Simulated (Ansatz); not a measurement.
CH₆FGaGe, SMILES `[F][GeH2][CH2][GaH2]`, relaxed with RKS PBE0-D4/def2-TZVP in Ansatz from a GFN2-xTB geometry. The force threshold is 0.005 eV/Å; the program also tests the step.

Total charge 0; spin multiplicity 1.

Start:

```xyz
10

F    -1.057   -1.271   -0.074
Ge   -0.239   -0.223    1.394
C     0.711    0.901    0.117
Ga   -0.043   -0.153   -1.537
H    -1.562    0.146    2.041
H     0.369   -1.427    2.090
H     1.790    0.856    0.285
H     0.401    1.944    0.216
H    -1.221    0.467   -2.338
H     0.851   -1.241   -2.192
```

Q: By how much does the energy fall, and how many steps does the optimiser take? (Best estimate.)

A: The calculation gave: 0.27 eV, in 6 steps.

Q: Which bonds change most? (An estimate is asked.)

A: Ansatz gave: F1–Ge2 from 1.980 to 1.822 Å; C3–Ga4 from 2.101 to 2.026 Å; Ge2–C3 from 1.948 to 1.909 Å.

Q: Give the relaxed structure. (An estimate is asked.)

A: Ansatz gave: 
```xyz
10

F    -1.062   -1.309   -0.005
Ge   -0.310   -0.306    1.318
C     0.655    0.823    0.119
Ga    0.003   -0.093   -1.566
H    -1.531    0.254    2.059
H     0.453   -1.348    2.145
H     1.733    0.746    0.257
H     0.340    1.864    0.188
H    -1.213    0.552   -2.315
H     0.932   -1.183   -2.200
```
